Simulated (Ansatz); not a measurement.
A structure relaxed at r2SCAN-D4/def2-SVP in Ansatz, charge 1, singlet:

| atom | x (Å) | y (Å) | z (Å) |
| --- | --- | --- | --- |
| Cu1 | -1.683 | 1.297 | -0.802 |
| Cu2 | 1.484 | -1.117 | 0.802 |
| Cu3 | -0.291 | 0.935 | 1.427 |
| Cl4 | 2.252 | -2.910 | -0.297 |
| Cl5 | -3.256 | 2.013 | -1.985 |
| Cl6 | -2.240 | 1.911 | 1.260 |
| Cl7 | 2.120 | -2.418 | -2.321 |
| Cl8 | 0.377 | 0.319 | -0.772 |
| Cl9 | 1.238 | -0.031 | 2.687 |

(1) Give its formula.

(2) Summarise the bond lengths by kind (pairs closer than 1.2 times the sum of covalent radii, bridged metal pairs left out).

## Answers

(1) the cluster Cu3Cl6⁺.

(2) 9 × Cl–Cu 2.09 to 2.40 Å; 1 × Cl–Cl 2.09 Å.

The restricted singlet is unstable towards broken spin symmetry at other levels; at r2SCAN-D4/def2-SVP this wasn't settled. In the singlet, Cl4 and Cl7 lie 2.09 Å apart (atoms count from 1), so these atoms are partly bonded to each other. Another isomer (singlet) lies 0.44 eV lower at PBE0-D4/def2-TZVP; other spin states weren't run for this one.
